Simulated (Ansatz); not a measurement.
CH2F2OZn, SMILES `FC(F)[O][ZnH]`. The species carries charge 0 and has multiplicity 1. Geometry: relaxed with PBE0-D4/def2-TZVP. It is one conformer, not always the lowest.

```xyz
7

F     0.942    0.083    1.373
C     0.845    0.529    0.076
F     0.012    1.623    0.155
O     0.353   -0.395   -0.719
Zn   -1.309   -1.048   -0.403
H     1.834    0.884   -0.229
H    -2.677   -1.675   -0.254
```

Q: What is the dipole moment at r2SCAN/def2-TZVPP? (Estimate.)

A: The calculation gave: 1.77 D, with components (-0.81, -1.19, -1.03) D in this frame, pointing from negative to positive charge.

Q: And with PBE, B3LYP, ωB97M-V? (An estimate is asked.)

A: Computed: PBE 1.73 D, B3LYP 1.80 D, ωB97M-V 1.77 D.

Q: Give the Mulliken charges with r2SCAN, ωB97M-V, PBE in def2-TZVPP. (Estimate.)

A: The calculation gave: 
```
atom  r2SCAN  ωB97M-V    PBE
  F1   -0.23    -0.23  -0.19
  C2    0.51     0.42   0.36
  F3   -0.24    -0.23  -0.20
  O4   -0.46    -0.45  -0.35
 Zn5    0.44     0.43   0.34
  H6    0.05     0.10   0.08
  H7   -0.08    -0.05  -0.04
```

B3LYP here is the variant with VWN-RPA as its local correlation; programs differ in this.
